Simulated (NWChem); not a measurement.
System: C3H3Cl; SMILES C=C=CCl

Input file for NWChem:

```
start job
memory heap 200 mb stack 900 mb global 1100 mb
geometry units angstroms noautoz
  C      0.367344     2.310989     0.000000
  C     -0.162755     1.116334     0.000000
  C     -0.711296    -0.070776     0.000000
  Cl     0.205293    -1.544373     0.000000
  H      0.598269     2.831072    -0.936595
  H      0.598269     2.831072     0.936595
  H     -1.794637    -0.220294     0.000000
end
basis spherical
  C library 3-21g
  Cl library 3-21g
  H library 3-21g
end
dft
  xc xpbe96 cpbe96
  iterations 150
  mulliken
end
task dft energy
```

Geometry: optimised at PBE0/def2-SVP.

**Question.** What results follow from this input? (PBE/3-21G.) Quantities: basis functions; energy (Ha); highest occupied level (eV); orbital gap (eV); dipole (D).

**Answer.** 
| Item | Result |
|---|---|
| number of basis functions | 46 |
| energy (Ha) | -573.04 |
| highest occupied level (eV) | -6.07 |
| orbital gap (eV) | 4.59 |
| dipole (D) | 1.89 |
